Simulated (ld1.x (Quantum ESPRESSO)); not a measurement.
# Before and after: ultrasoft potential for silicon

* Element: silicon
* Generator: ld1.x (Quantum ESPRESSO) 7.5
* Type: ultrasoft
* Functional: LDA (PZ)
* Relativity: scalar-relativistic
* Frozen core: [Ne]
* Valence charge: 4
* Reference configuration: 3s2 3p0 (charge +2)
* Partial waves: 3s (bound): rcut 1.50, rcutus 1.70 bohr; 3s channel at 2.35 Ry: rcut 1.50, rcutus 1.70 bohr; 3p (bound, empty): rcut 1.25, rcutus 1.60 bohr; 3p channel at 0.05 Ry: rcut 1.25, rcutus 1.60 bohr
* Local potential: all-electron potential smoothed inside 1.55 bohr (lloc = -1)
* Core correction: Bessel-smoothed model core inside 1.50 bohr
* Augmentation charge: PSQ, inside the norm-conserving radii

Change: core correction Bessel-smoothed model core inside 1.16 bohr.

Cutoffs: the cutoffs (Ry, on a coarse ladder) from which the occupation-weighted sum of valence levels, in a spherical-Bessel basis at the reference potential, stays within 10 and 1 mRy of its value at 400 Ry; they do not see the model core or the augmentation charge, which bear on the density cutoff. Errors are all-electron minus pseudo energies relative to the spin-unpolarised reference configuration.

What does the change do?

The potential gets neither clearly harder nor softer (10 Ry and 15 Ry → 10 Ry and 15 Ry); of the 9 tests that both files solve, the error grows in 5 and shrinks in 4 by more than 15 % and 0.3 meV (median size 3.1 → 1.7 meV); neither file shows a bound ghost. A model core, the more so a compact one, raises the density cutoff, which this test does not measure.

| quantity | base | changed |
| --- | --- | --- |
| cutoff, loose | 10 Ry | 10 Ry |
| cutoff, tight | 15 Ry | 15 Ry |
| bound ghosts | none | none |
| error for 3s2 3p2, meV [ΔE -23.94 eV] | +1.7 | -2.9 |
| error for 3s2 3p1, meV [ΔE -16.11 eV] | +0.6 | -1.6 |
| error for 3s1 3p0, meV [ΔE 34.14 eV] | -7.1 | -13 |
| error for 3s2 3p2.3, meV [ΔE -24.90 eV] | +2.0 | -2.9 |
| error for 3s1 3p2, meV [ΔE -8.70 eV] | +3.1 | -0.4 |
| error for 3s1 3p3, meV [ΔE -17.14 eV] | +4.7 | -1.0 |
| error for 3s2 3p1.5, meV [ΔE -20.98 eV] | +1.1 | -2.5 |
| error for 3s2 3p2 (spin-polarised), meV [ΔE -24.55 eV] | +9.9 | -1.7 |
| error for 3s2 3p1 (spin-polarised), meV [ΔE -16.32 eV] | +4.0 | -1.2 |
| s: phases at 1.85 bohr within 0.05 rad from the reference energy up to (Ry; the scan ends near 5) | to the end of the scan | to the end of the scan |
| p: phases at 1.85 bohr within 0.05 rad from the reference energy up to (Ry; the scan ends near 5) | 4.1 | 4.1 |
| lowest overlap eigenvalue by channel | s 0.52, p 0.74 | s 0.52, p 0.74 |
